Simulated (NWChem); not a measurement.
System: SiHF cation, doublet; SMILES of the neutral closed-shell parent F[SiH]

Here is an NWChem input.

```
start job
memory heap 200 mb stack 900 mb global 1100 mb
charge 1
geometry units angstroms
  Si     0.138923     0.559288     0.000000
  H     -1.183743     1.315664     0.000000
  F     -0.030179    -1.002966     0.000000
end
basis spherical
  * library 3-21g
end
dft
  odft
  mult 2
  xc b3lyp
  iterations 150
end
driver
  maxiter 120
end
task dft optimize
task dft freq
```

In the optimisation the excess spin sits in a' (Cs, its own frame). The spin multiplicity was typed, not searched, and may not be the lowest. No stability test was run on the SCF state.

The level has its own optimisation; frequencies are unscaled.

**Question.** Give the results of this calculation. (B3LYP/3-21G, spin-unrestricted.) Quantities: r H–Si (Å); r F–Si (Å); highest harmonic frequency (cm⁻¹); lowest (cm⁻¹); zero-point energy (kcal/mol).

**Answer.** 
```yaml
r H–Si (Å): 1.530
r F–Si (Å): 1.617
highest harmonic frequency (cm⁻¹): 1907
lowest (cm⁻¹): 682
zero-point energy (kcal/mol): 5.1
```
